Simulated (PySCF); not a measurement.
## Electron correlation in Ba (barium, neutral)

[Xe] 6s1 7s1, high-spin 3S determinant (an excited configuration). Calculation: PySCF 2.14, in aug-cc-pwCVTZ-X2C; scalar relativity by spin-free X2C-1e. Frozen: [Kr] 4d10; 10 electrons correlated.

MP2 pair energies summed by pair of shells (mhartree):

```
 pair   energy  share (%)
5p-5p  -105.29       65.5
5s-5p   -25.62       15.9
5p-6s   -19.34       12.0
5s-5s    -5.16        3.2
6s-7s    -2.06        1.3
5p-7s    -2.06        1.3
5s-6s    -1.10        0.7
5s-7s    -0.11        0.1
```

Total MP2 correlation energy: -160.75 mhartree.

Same-spin part -47.03 and opposite-spin part -113.72 mhartree; SCS-MP2 scales them by 1/3 and 6/5 to -152.14 mhartree.
